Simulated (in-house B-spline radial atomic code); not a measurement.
A calculation on W III (W2+) (an excited or competing configuration): its settings, and results tabulated from the run. Level of theory: Dirac-Hartree-Fock, average of configuration, Fermi nucleus of rms radius 5.3658 fm; calculated with a B-spline radial code for spherical atoms.

Command:
```bash
python run_scf.py task.json out
```
Settings (nuclear radius in fm, mass in u):
```
Z                74
configuration    [Xe] 4f14 5d3 7s1
hamiltonian      dirac
method           hf
spin_polarised   False
nucleus          fermi
rms_radius       5.3658
atomic_mass      183.95093
speed_of_light   137.035999084
```

Output (hartree, bohr):
```
 radial grid: 81 intervals, B-splines of order 8, outer radius 60 bohr

 iter        energy (Eh)    residual
    1      -16153.841850    6.30e-01
    2      -16154.754429    9.14e-02
    3      -16154.872553    1.33e-02
    4      -16154.874954    5.99e-03
    5      -16154.875511    1.35e-03
    6      -16154.875523    6.44e-04
    7      -16154.875529    1.66e-04
    8      -16154.875530    1.21e-05
    9      -16154.875530    5.87e-06
   10      -16154.875530    1.78e-07

 total energy                    -16154.87553
 kinetic                           18188.0855
 electron-nucleus                 -40292.8726
 electron-electron                  5949.9115

 first-order corrections (not in the total)
   Gaunt                            19.2297
   retardation                      -2.0366
   frequency dependence             -0.3336
   self-energy                      14.0053
   Uehling                          -2.6285
   Wichmann-Kroll                    0.1044
   recoil                            0.0297

 orbital      occ     eigenvalue          <r>       <r^2>       <1/r>     <1/r^2>       <r^4>       r_max    small
 1s1/2      2.000     -2572.1429    0.0183458 0.000463004     87.0374     18193.7 5.82432e-07     0.01146  7.79e-02
 2s1/2      2.000      -449.6726    0.0768969  0.00705502     21.1965      2476.2 8.70589e-05     0.06582  1.77e-02
 2p1/2      2.000      -429.0975    0.0637319  0.00505486     21.1178     779.006 5.27953e-05     0.04903  1.77e-02
 2p3/2      4.000      -379.2835    0.0716478  0.00625071     17.7598      430.73 7.67798e-05     0.05583  1.60e-02
 3s1/2      2.000      -106.4978     0.200099    0.045928     7.79482      557.35  0.00319583      0.1852  5.84e-03
 3p1/2      2.000       -97.3742     0.190419    0.042273     7.69572     178.269  0.00283835      0.1737  5.76e-03
 3p3/2      4.000       -86.4355     0.204973   0.0487826     6.83251     100.265  0.00374564      0.1875  5.28e-03
 3d3/2      4.000       -71.2838     0.179741   0.0379615      6.7064     56.3458  0.00256337      0.1472  5.14e-03
 3d5/2      6.000       -68.9290     0.184232   0.0397529     6.50224     52.2353  0.00278832       0.151  5.00e-03
 4s1/2      2.000       -23.8529     0.449786    0.228431     3.24973     135.884   0.0756868      0.4212  1.89e-03
 4p1/2      2.000       -20.0299     0.455663    0.236359     3.13682     42.6585   0.0833047      0.4217  1.80e-03
 4p3/2      4.000       -17.4690     0.487037    0.269811     2.85224     24.3184    0.108553      0.4501  1.63e-03
 4d3/2      4.000       -11.1815     0.505234      0.2959      2.6313     12.5764    0.141586       0.448  1.43e-03
 4d5/2      6.000       -10.7011     0.516451    0.308994     2.55978     11.6276    0.154349      0.4574  1.38e-03
 5s1/2      2.000        -4.3108      1.08026     1.30973     1.23722     23.1836     2.52029      0.9721  4.01e-04
 5p1/2      2.000        -3.0656      1.18059     1.57474     1.11999     6.59133     3.75798       1.041  3.37e-04
 5p3/2      4.000        -2.6803      1.27297     1.82986     1.02229     3.74716     5.07392       1.119  2.92e-04
 4f5/2      6.000        -2.7591     0.592721    0.435554      2.1149     5.67692    0.426388      0.4288  9.90e-04
 4f7/2      8.000        -2.6702     0.601646    0.449247     2.08462      5.5119    0.455827      0.4341  9.68e-04
 5d3/2      1.200        -1.1681      1.73394     3.47471    0.739213     1.25168     20.2009       1.419  1.57e-04
 5d5/2      1.800        -1.1385      1.77864     3.65203    0.717903     1.14825     22.2195       1.458  1.49e-04
 7s1/2      1.000        -0.3931      5.84247     37.9523    0.220147    0.850147     1964.51       5.686  2.04e-05
```

Run time, properties included: 1.8 s on 1 thread of Arm Neoverse V1, with other jobs on the host.

For the Dirac Hamiltonian the kinetic term is c α·p + (β - 1)c².
